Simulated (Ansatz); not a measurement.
trans-PdH2(NH3)2 (PdN2H8), relaxed as a singlet with RKS r2SCAN-D4/def2-SVP in Ansatz, starting from the GFN2-xTB geometry. Force threshold 0.02 eV/Å.

In the def2 sets Pd takes a core potential; there is no spin–orbit coupling. Another isomer (singlet) lies 0.51 eV lower at PBE0-D4/def2-TZVP; other spin states weren't run for this one.

Start:

Cartesian coordinates in Å:
```
N -1.1198 -0.5574 1.6397
N 1.1172 0.5598 -1.6403
Pd -0.0032 0.0013 -0.0016
H -0.9417 1.3598 -0.1700
H -1.0840 -1.5619 1.7968
H -2.0855 -0.2488 1.5469
H -0.6794 -0.0707 2.4223
H 0.9364 -1.3587 0.1652
H 0.7324 0.0150 -2.4143
H 2.0940 0.3083 -1.5012
H 1.0337 1.5532 -1.8436
```

```
step  energy (eV)  largest force component (eV/Å)  SCF passes
   1   -6587.7068                           0.408          27
   2   -6587.7216                           0.246          32
   3   -6587.7261                           0.037          31
   4   -6587.7263                           0.024          32
   5   -6587.7264                           0.004          33
```

Force components are those of the run's own axes.

End:

Cartesian coordinates in Å:
```
N -1.1073 -0.5459 1.6406
N 1.1057 0.5470 -1.6411
Pd -0.0027 0.0027 -0.0008
H -0.9315 1.3564 -0.1628
H -1.0878 -1.5532 1.7961
H -2.0778 -0.2439 1.5576
H -0.7163 -0.0961 2.4706
H 0.9275 -1.3511 0.1609
H 0.7776 0.0229 -2.4546
H 2.0920 0.3211 -1.5122
H 1.0208 1.5401 -1.8542
```

By distances, no bond broke or formed. The bond that changes most is Pd3–H8, from 1.66 to 1.65 Å (atoms count from 1).

No frequencies were taken in this run, so the end may be a saddle point.

Run time 14 s (2 threads of Intel Xeon Platinum 8375C on a shared host).
